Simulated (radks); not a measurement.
Neutral manganese inside a hard spherical wall (all orbitals vanish at R), configuration held at [Ar] 3d5 4s2 and not refilled when levels cross. All-electron calculation, non-relativistic Kohn-Sham, PBEsol, spin-polarised, spherical densities, point nucleus; open shells are filled with parallel spins first. Program: a radial shooting solver on a logarithmic mesh with Libxc functionals. Eigenvalues in eV for spin up, with the zero of energy where the potential of the charges vanishes at infinity; a dash marks a level that is unbound or too diffuse for the functional's potential to be trusted. A positive occupied level is held by the wall or, in an anion where self-interaction has pushed it up, behind a barrier. The pressure on the wall is -dE/dV.

| R (bohr) | E (hartree) | kinetic (hartree) | e(3s) | e(3p) | e(3d) | e(4s) | e(4p, empty) | e(5s, empty) | pressure (GPa) |
|---|---|---|---|---|---|---|---|---|---|
| free | -1149.64430 | 1148.607 | -85.455 | -55.677 | -8.443 | -5.449 | -1.546 | - | 0 |
| 15 | -1149.64430 | 1148.607 | -85.455 | -55.677 | -8.442 | -5.449 | -1.544 | 0.312 | < 0.0001 |
| 12 | -1149.64425 | 1148.607 | -85.449 | -55.671 | -8.436 | -5.444 | -1.523 | 0.811 | 0.000919 |
| 10 | -1149.64383 | 1148.611 | -85.412 | -55.634 | -8.400 | -5.416 | -1.444 | 1.706 | 0.0125 |
| 8 | -1149.63994 | 1148.639 | -85.205 | -55.427 | -8.198 | -5.244 | -1.094 | 4.049 | 0.175 |
| 7 | -1149.63126 | 1148.691 | -84.887 | -55.109 | -7.892 | -4.960 | -0.594 | 6.608 | 0.682 |
| 5 | -1149.52392 | 1149.167 | -82.790 | -53.023 | -5.901 | -2.627 | 2.928 | 20.810 | 12.9 |
| 2 | -1140.71326 | 1177.018 | -44.866 | -14.773 | 35.963 | 97.803 | 114.70 | 314.45 | 11000 |
| 1.5 | -1120.84232 | 1232.682 | 3.862 | 36.747 | 92.046 | 266.37 | 282.17 | 686.74 | 78400 |
